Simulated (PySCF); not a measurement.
Can point charges reproduce the dipole moment of `CO[SiH2][SiH2][SiH2][SiH3]`?

Coordinates (GFN2-xTB, Å) and charges (e) from the PBE0/pcSseg-1 density (PySCF):

```tsv
atom	x	y	z	Mulliken	IAO	Hirshfeld	ESP-fitted
C1	-2.045	1.420	-0.170	-0.0058	-0.1964	-0.0324	-0.2361
O2	-1.198	0.316	-0.217	-0.6634	-0.6446	-0.2118	-0.2905
Si3	-1.602	-1.202	-0.668	+0.6334	+0.7289	+0.3092	+0.4975
Si4	0.474	-2.129	-0.371	-0.0668	+0.1379	+0.1459	+0.0087
Si5	2.035	-0.597	0.428	+0.0221	+0.1651	+0.1567	+0.1917
Si6	1.889	1.492	-0.555	+0.2109	+0.3055	+0.2080	+0.1866
H7	-2.892	1.232	0.495	+0.1034	+0.1299	+0.0422	+0.1170
H8	-1.477	2.273	0.201	+0.1250	+0.1528	+0.0463	+0.1187
H9	-2.432	1.652	-1.165	+0.1004	+0.1307	+0.0418	+0.1177
H10	-2.176	-1.173	-2.024	-0.0974	-0.1411	-0.0870	-0.1256
H11	-2.726	-1.673	0.160	-0.0971	-0.1401	-0.0865	-0.1233
H12	0.347	-3.332	0.470	-0.0199	-0.0814	-0.0759	-0.0482
H13	0.933	-2.704	-1.649	-0.0230	-0.0848	-0.0786	-0.0554
H14	3.408	-1.121	0.297	-0.0186	-0.0820	-0.0739	-0.0692
H15	1.885	-0.468	1.891	-0.0207	-0.0804	-0.0738	-0.0795
H16	3.194	2.081	-0.876	-0.0566	-0.1016	-0.0789	-0.0801
H17	1.151	1.459	-1.822	-0.0588	-0.0991	-0.0774	-0.0667
H18	1.224	2.480	0.300	-0.0671	-0.0991	-0.0736	-0.0635
```

Q: What dipole does each set of charges give (1 e·Å = 4.803 D), and what does the density give?

A: The full density gives (-1.32, 0.41, -0.02) D, 1.38 D in size; dipole vectors point from the negative to the positive end.

```json
{"scheme": "Mulliken", "μx": "-2.44", "μy": "0.52", "μz": "-0.48", "size (D)": "2.54", "share of the full size (%)": "184", "angle to the full dipole (°)": "12"}
{"scheme": "IAO", "μx": "-1.65", "μy": "-0.69", "μz": "-0.45", "size (D)": "1.85", "share of the full size (%)": "134", "angle to the full dipole (°)": "42"}
{"scheme": "Hirshfeld", "μx": "-0.88", "μy": "0.09", "μz": "0.03", "size (D)": "0.88", "share of the full size (%)": "64", "angle to the full dipole (°)": "12"}
{"scheme": "ESP-fitted", "μx": "-1.32", "μy": "0.41", "μz": "-0.02", "size (D)": "1.38", "share of the full size (%)": "100", "angle to the full dipole (°)": "0"}
```

Q: Which set comes closest?

A: Length of the difference vector: ESP-fitted 0.01 D, Hirshfeld 0.55 D, Mulliken 1.22 D, IAO 1.23 D. Closest: ESP-fitted. ESP charges are fitted to the potential around the molecule, whose slowest-falling term is the dipole's. 

Q: What is left for the Hirshfeld atoms' own dipoles?

A: The shares of the density sum to the whole, so what Σ q r misses lies in dipoles about the nuclei. The atomic dipoles sum to (-1.32, 0.41, -0.02) − (-0.88, 0.09, 0.03) = (-0.44, 0.32, -0.05) D, 0.55 D in size.

Q: With the origin at the mean of the coordinates, (0.000, 0.000, -0.293) Å, which are the largest single terms, by size, of the ESP-fitted dipole along the direction of the full one?

A: Si3 +2.80, C1 -2.69, Si5 -1.96, H7 +1.75, O2 -1.73 D; all 18 atoms together +1.38 D. The single terms depend on the origin, their sum doesn't.

Q: Give the size of the full dipole in other units.

A: 1.38 D = 0.543 au = 0.287 e·Å = 4.60 × 10⁻³⁰ C·m.

Isolated species at its GFN2-xTB geometry (one conformer only).

Shape of the structure used: `[CH3:1][O:2][SiH2:3][SiH2:4][SiH2:5][SiH3:6]`: C1–O2–Si3–Si4 180°, O2–Si3–Si4–Si5 2°, Si3–Si4–Si5–Si6 -41°.
